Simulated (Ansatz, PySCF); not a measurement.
GaH3, SMILES [GaH3] (connectivity only; charge and spin as stated), charge -1, multiplicity 2. Atoms are numbered in the order given.

```xyz
4

Ga    -0.1481    -0.2535     0.0000
H     -0.9529     0.1727     1.3409
H     -0.9529     0.1727    -1.3409
H      1.3643     0.3294     0.0000
```
Charge -1, spin multiplicity 2.

Geometry: PBE0-D3(BJ)/def2-TZVPD. The multiplicity is an assumed one; other spin states were not compared. The isomer is the one that the SMILES or the coordinates give; other isomers of the formula were not compared.

Two levels are set side by side: PBE-D3(BJ)/def2-TZVPD (Ansatz, a quantum-chemistry and plane-wave program) and PBE0-D3(BJ)/def2-TZVPD (PySCF). Each level has its own optimised geometry; the coordinates shown are those of the second. Frequencies come from the Hessian of PySCF at each geometry. Differences are taken from unrounded values.

```json
[
 {"quantity": "mean bond length (Å)", "PBE0-D3(BJ)": "1.621"},
 {"quantity": "bond Ga1–H2 (Å)", "PBE0-D3(BJ)": "1.621"},
 {"quantity": "bond Ga1–H3 (Å)", "PBE0-D3(BJ)": "1.621"},
 {"quantity": "bond Ga1–H4 (Å)", "PBE0-D3(BJ)": "1.621"},
 {"quantity": "highest harmonic wavenumber (cm⁻¹)", "PBE0-D3(BJ)": "1720"},
 {"quantity": "mean harmonic wavenumber (cm⁻¹)", "PBE0-D3(BJ)": "1199"},
 {"quantity": "zero-point energy (kcal/mol)", "PBE0-D3(BJ)": "10.29"}
]
```

### Question
What does PBE-D3(BJ) give, and how far is it from PBE0-D3(BJ)? (The exact figures need the calculation; the answer reports its results.)

### Answer

```csv
quantity,PBE-D3(BJ),PBE-D3(BJ) minus PBE0-D3(BJ)
mean bond length (Å),1.630,0.009
bond Ga1–H2 (Å),1.630,0.009
bond Ga1–H3 (Å),1.630,0.009
bond Ga1–H4 (Å),1.630,0.009
highest harmonic wavenumber (cm⁻¹),1653,-66
mean harmonic wavenumber (cm⁻¹),1158,-41
zero-point energy (kcal/mol),9.93,-0.35
```

Exact exchange shortens and stiffens bonds; PBE has none. Differences between two approximate levels are no errors against the true value.
